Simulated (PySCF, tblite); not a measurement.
Isomers of C4H7O3 (doublet state), one GFN2-xTB conformer each. Single-point energies are computed at B3LYP/pcH-1 (PySCF, gas phase, no added dispersion term), electronic only. GFN2-xTB treats the open shell by occupation alone, and not every SCF solution was tested for stability.

| SMILES | GFN2-xTB relative energy (kJ/mol) |
| --- | --- |
| [CH2]O[C@H]1COCO1 | 0.0 |
| [CH2][C@H](OC)C(=O)O | 15.0 |

Conformers: `[CH2:1][O:2][C@H:3]1[CH2:4][O:5][CH2:6][O:7]1` (doublet state) with H–C1–O2–C3 17° and 171°, C1–O2–C3–C4 -179°, O2–C3–C4–O5 121°, C3–C4–O5–C6 -22°, C4–O5–C6–O7 37°, O5–C6–O7–C3 -37°; `[CH2:1][C@H:2]([O:3][CH3:4])[C:5](=[O:6])[OH:7]` (doublet state) with H–C1–C2–O3 28° and -160°, C1–C2–O3–C4 -172°, C1–C2–C5–O6 91°, C2–C5–O7–H 174°.

Task: What does B3LYP/pcH-1 give for the same structures?

Result: 
```tsv
SMILES	B3LYP/pcH-1 E (Eh)	B3LYP/pcH-1 (kJ/mol)	GFN2-xTB (kJ/mol)	point group
[CH2][C@H](OC)C(=O)O	-382.26583	0.0	15.0	C1
[CH2]O[C@H]1COCO1	-382.23859	71.5	0.0	C1
```

GFN2-xTB puts [CH2]O[C@H]1COCO1 lowest instead. As drawn, the lower has an O–H bond, which the higher lacks.

Task: What happens when harmonic zero-point energies from GFN2-xTB frequencies are added?

Result: 
```
              SMILES  ZPE (kJ/mol)  electronic (kJ/mol)  with ZPE (kJ/mol)
[CH2][C@H](OC)C(=O)O         273.2                  0.0                0.0
   [CH2]O[C@H]1COCO1         280.7                 71.5               79.0
```

The zero-point energies span 7.5 kJ/mol. The order is unchanged.

Task: As an exercise, what shares would exp(−E/RT) give at 2000 K from these electronic energies alone (no entropy, no degeneracies)?

Result: RT = 16.629 kJ/mol: [CH2][C@H](OC)C(=O)O 98.7 %, [CH2]O[C@H]1COCO1 1.3 %.
